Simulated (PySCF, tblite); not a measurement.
Isomers of C6H10ClFO. All values are computed: GFN2-xTB (tblite) harmonic vibrations without scaling, gas phase. Against measured fundamentals such values can be off by several per cent, at times by over 20. One conformer each.

Electronic energies: PBE0/pcSseg-1 single points on the GFN2-xTB geometries (PySCF, gas phase).

| SMILES | electronic energy, lowest = 0 (kcal/mol) |
| --- | --- |
| CC(C)[C@@](C)(F)C(=O)Cl | 0.0 |
| C=C(COC)C[C@H](F)Cl | 34.2 |
| CC[C@@](C)(CF)C(=O)Cl | 1.5 |

Problem. How do GFN2-xTB zero-point energies change the relative energies?

Solution. 
| SMILES | ZPE (kcal/mol) | of it from modes above 1550 cm⁻¹ | electronic (kcal/mol) | with ZPE, lowest = 0 (kcal/mol) | lowest mode (cm⁻¹) | rings |
| --- | --- | --- | --- | --- | --- | --- |
| CC(C)[C@@](C)(F)C(=O)Cl | 94.1 | 46.0 | 0.0 | 0.0 | 44 | 0 |
| CC[C@@](C)(CF)C(=O)Cl | 94.4 | 45.8 | 1.5 | 1.8 | 45 | 0 |
| C=C(COC)C[C@H](F)Cl | 93.1 | 45.0 | 34.2 | 33.1 | 37 | 0 |

The zero-point energies span 1.3 kcal/mol, from `C=C(COC)C[C@H](F)Cl` to `CC[C@@](C)(CF)C(=O)Cl`. The order is unchanged.

Problem. And how do the electronic energies of GFN2-xTB itself compare?

Solution. `CC(C)[C@@](C)(F)C(=O)Cl` 1.1; `CC[C@@](C)(CF)C(=O)Cl` 0.0; `C=C(COC)C[C@H](F)Cl` 28.8 kcal/mol, lowest = 0. Against the energies above, taken from the same isomer `CC(C)[C@@](C)(F)C(=O)Cl`, the largest difference is 6.5 kcal/mol.

Problem. What do entropy and thermal enthalpy add at 298.15 K and 1 bar (rigid rotor, harmonic oscillator, one conformer each)?

Solution. 
| SMILES | point group | symmetry number | S (cal/(mol K)) | H − H(0) (kcal/mol) | ZPE + H − H(0) − TS (kcal/mol) |
| --- | --- | --- | --- | --- | --- |
| CC(C)[C@@](C)(F)C(=O)Cl | C1 | 1 | 100.7 | 7.32 | 71.4 |
| CC[C@@](C)(CF)C(=O)Cl | C1 | 1 | 102.7 | 7.37 | 71.2 |
| C=C(COC)C[C@H](F)Cl | C1 | 1 | 105.5 | 7.39 | 69.0 |
